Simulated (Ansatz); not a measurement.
All numbers were calculated with Ansatz.

A structure relaxed at PBE0-D4/def2-TZVP, charge 0, multiplicity 1:

| atom | x (Å) | y (Å) | z (Å) |
| --- | --- | --- | --- |
| F1 | -0.9564 | -0.4946 | 2.2813 |
| Ge2 | 0.6432 | -0.8261 | 1.6439 |
| Si3 | 0.8461 | 0.5334 | -0.3053 |
| Si4 | -1.1641 | 0.4438 | -1.4957 |
| H5 | 1.6126 | -0.5014 | 2.7946 |
| H6 | 0.6539 | -2.3370 | 1.3472 |
| H7 | 1.9754 | -0.0012 | -1.1166 |
| H8 | 1.1724 | 1.9268 | 0.1016 |
| H9 | -1.0315 | 1.1688 | -2.7876 |
| H10 | -1.5045 | -0.9769 | -1.7717 |
| H11 | -2.2469 | 1.0643 | -0.6917 |

(1) Give its formula and SMILES.

(2) Summarise the bond lengths by kind.

Answers

(1) FGeH7Si2, `[F][GeH2][SiH2][SiH3]`.

(2) 1 × F–Ge 1.754 Å; 1 × Ge–Si 2.385 Å; 2 × Ge–H 1.539 to 1.540 Å; 1 × Si–Si 2.338 Å; 5 × H–Si 1.485 to 1.490 Å.
